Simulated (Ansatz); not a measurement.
Relaxation of Cl$_{2}$H$_{3}$InO (7 atoms, charge 0, multiplicity 1), to a largest force component of 0.03 eV/Å in at most 50 steps.

All numbers below come from RKS PBE/def2-SVP in Ansatz 0.2.0.

```xyz
7
Properties=species:S:1:pos:R:3
In -0.051 -0.229 0.053
O -0.006 -0.196 2.053
H -0.893 -0.412 2.416
Cl 1.953 -0.308 -1.157
Cl -2.089 -0.175 -1.136
H 0.541 2.483 1.107
H 0.411 1.921 1.547
```

Q: Where does it end, and by what steps?

A: The run converged. The force dipped under the threshold on the way, but the program's further checks kept it going. After 11 steps the energy has fallen by 0.081 eV; O2 moved furthest, 0.29 Å.

```
step  energy less start (eV)  largest force component (eV/Å)  accepted
   0                  0.0000                           1.492       yes
   1                 -0.0672                           0.620       yes
   2                 -0.0722                           0.452       yes
   3                 -0.0740                           0.148       yes
   4                 -0.0767                           0.038       yes
   5                 -0.0776                           0.047       yes
   6                 -0.0782                           0.043       yes
   7                 -0.0788                           0.170       yes
   8                 -0.0802                           0.062       yes
   9                 -0.0802                           0.044        no
  10                 -0.0804                           0.014       yes
  11                 -0.0806                           0.007       yes
```

```xyz
7
Properties=species:S:1:pos:R:3
In -0.004 -0.239 0.104
O 0.033 -0.482 2.102
H -0.889 -0.474 2.430
Cl 1.996 -0.363 -1.110
Cl -2.039 0.071 -1.045
H 0.414 2.528 0.903
H 0.355 2.043 1.501
```

Whether the end is a true minimum wasn't checked by a vibrational analysis.

Time of the run: 20 s on 2 threads of Arm Neoverse V1, with other jobs on the host, peak memory 0.14 GiB.
